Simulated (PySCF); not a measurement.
A PySCF script (with the pyscf-properties extension) for the NMR shieldings of SMILES C[SiH2]CBCSC, C4H13BSSi, on a GFN2-xTB geometry:

```python
import basis_set_exchange as bse
import numpy as np
from pyscf import gto, dft
from pyscf.prop import nmr

atoms = """
C    -2.887256    0.932749    0.428680
Si   -2.377663   -0.657276   -0.475707
C    -0.645596   -1.231721    0.069461
B     0.448998   -0.089106   -0.015325
C     1.211878    0.152741   -1.359050
S     2.373866   -0.865030   -0.362197
C     3.468237    0.426347    0.310285
H    -2.179579    1.733118    0.233237
H    -2.923591    0.785270    1.504185
H    -3.868733    1.271686    0.110255
H    -3.352749   -1.720544   -0.175741
H    -2.401069   -0.402543   -1.925879
H    -0.377654   -2.083252   -0.559151
H    -0.728463   -1.619233    1.086673
H     0.547246    0.704375    0.849120
H     1.688295    1.090640   -1.621961
H     0.943790   -0.406838   -2.248463
H     4.054463    0.852825   -0.498888
H     4.124603   -0.055464    1.027827
H     2.875829    1.191932    0.800212
"""
names = dict.fromkeys(["C", "Si", "B", "S", "H"], "pcSseg-1")
basis = {el: gto.basis.parse(bse.get_basis(n, elements=[el], fmt="nwchem")) for el, n in names.items()}
mol = gto.M(atom=atoms, basis=basis, charge=0, verbose=0)
mf = dft.RKS(mol, xc="PBE0")
mf.grids.level = 2
mf.grids.alignment = dft.numint.BLKSIZE   # the property module wants whole blocks of grid points
mf.conv_tol = 1e-9
mf.kernel()

calc = nmr.RKS(mf)   # GIAO
C = mf.mo_coeff
Co = C[:, mf.mo_occ > 0]
resp = mf.gen_response(singlet=True, hermi=2)
def vind(x):   # induced exchange potential for any number of trial vectors
    d = np.einsum("pi,xij,qj->xpq", C, 2 * x.reshape(-1, C.shape[1], Co.shape[1]), Co, optimize=True)
    return np.einsum("xpq,pi,qj->xij", resp(d - d.transpose(0, 2, 1)), C, Co, optimize=True).ravel()
mo1, _ = nmr.rhf.solve_mo1(calc, with_cphf=vind)
sigma = calc.kernel(mo1)
for i, s in enumerate(sigma):   # ppm
    w = np.linalg.eigvalsh((s + s.T) / 2)
    print("%2d %-2s iso %8.1f  s11 %8.1f  s22 %8.1f  s33 %8.1f" % (i, mol.atom_pure_symbol(i), w.mean(), *w))
```

Question: Give the expected output.

Answer: 
```
 0 C  iso    193.2  s11    189.1  s22    192.5  s33    198.2
 1 Si iso    393.8  s11    358.0  s22    390.4  s33    433.0
 2 C  iso    181.3  s11    171.6  s22    183.5  s33    188.8
 3 B  iso     95.6  s11     44.9  s22    106.9  s33    135.1
 4 C  iso    152.9  s11    121.9  s22    155.0  s33    181.8
 5 S  iso    719.4  s11    462.3  s22    602.4  s33   1093.6
 6 C  iso    160.7  s11    136.9  s22    151.2  s33    193.9
 7 H  iso     31.5  s11     26.4  s22     30.9  s33     37.4
 8 H  iso     31.6  s11     27.2  s22     29.2  s33     38.3
 9 H  iso     31.7  s11     27.0  s22     28.0  s33     40.1
10 H  iso     27.3  s11     23.5  s22     25.4  s33     33.1
11 H  iso     27.6  s11     23.9  s22     26.6  s33     32.3
12 H  iso     32.4  s11     26.8  s22     32.7  s33     37.6
13 H  iso     30.9  s11     26.2  s22     29.6  s33     36.9
14 H  iso     28.6  s11     24.2  s22     30.1  s33     31.5
15 H  iso     30.1  s11     24.7  s22     28.3  s33     37.3
16 H  iso     29.7  s11     25.5  s22     26.5  s33     37.0
17 H  iso     29.7  s11     24.2  s22     27.0  s33     38.0
18 H  iso     29.8  s11     24.5  s22     26.1  s33     38.9
19 H  iso     30.0  s11     23.8  s22     29.5  s33     36.8
```

These numbers come from an equivalent density-fitted implementation of the same equations, which agrees with the script to about 0.01 ppm for H and up to a few tenths of a ppm for heavy atoms, so last digits may differ.

Size and cost of the density-fitted run: 198 basis functions, 64 s wall time on 1 thread of an Arm Neoverse N1, shared host; peak memory 0.89 GiB.
